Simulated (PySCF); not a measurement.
**One elementary step**

Start structure (GaH2Br, singlet), relaxed at PBE0-D4/def2-TZVP:

```
atom    x (Å)    y (Å)    z (Å)
 Ga1  -0.1315   0.0781   0.1859
 Br2   1.0586  -0.6382  -1.6399
  H3   0.6168   1.0724   1.1212
  H4  -1.5714  -0.5000   0.3121
```

The step: GaH₂Br ([GaH2][Br]) → GaH + HBr; bonds formed: Br2–H3; bonds broken: Ga1–Br2, Ga1–H3. PySCF 2.14 with density fitting (its default auxiliary sets; JK sets also for MP2 and CCSD(T)); basis: def2-TZVPP and def2-QZVPP; cores frozen in the correlated methods. Filled d shells of the heavier atoms are correlated. The def2 sets are not built for correlating such inner shells, so the correlated values are less sure here. Extrapolation: Hartree–Fock as exp(−7.88 √X), correlation as X^−2.97. Energies below are by CCSD(T) at an estimated basis limit (MP2 extrapolated from triple and quadruple zeta, plus CCSD(T) − MP2 in triple zeta).

Question: What are the electronic barrier and the energy of the step, from the start structure to the end structure? (Judge from chemistry; the value comes from the calculation.)

Answer: By the calculation: Barrier 54.48 kcal/mol; step energy 46.91 kcal/mol (uphill); reverse barrier, their difference, 7.57 kcal/mol. Barrier and step energy count from the start structure, the reverse barrier from the end structure.

The saddle point: One imaginary mode of 634i cm⁻¹.
```tsv
pair	start (Å)	saddle (Å)	end (Å)
Br2–H3	3.28	1.75	1.46
Ga1–Br2	2.29	2.81	3.89
Ga1–H3	1.56	1.69	2.43
```

Zero-point energy (harmonic, PBE0-D4): ZPE is 8.80 kcal/mol at the start and 6.48 kcal/mol at the saddle, so the barrier goes from 54.48 to 52.16 kcal/mol.

First-order rate constant out of the start structure at 898 K by transition-state theory, with harmonic vibrational free energies alone and no tunnelling: ΔA‡ = 51.96 kcal/mol, so k = (kB T/h) exp(−ΔA‡/kB T) ≈ 10^1 s⁻¹ (an order of magnitude at best: rotation, the number of equivalent paths and anharmonicity are left out).

No T1 diagnostic of these runs exceeds 0.013. The restricted Hartree–Fock reference is unstable towards an unrestricted one at one or more of these structures.

Labels in which every atom is bracketed show which atoms are joined, not bond orders.

For scale, one of the runs: CCSD(T)/def2-TZVPP, 124 basis functions, launched by `OMP_NUM_THREADS=4 python run.py`. Time: 120 s of wall clock on 4 CPU threads of an Arm Neoverse V1; the host was shared. Peak host memory: 0.78 GiB.
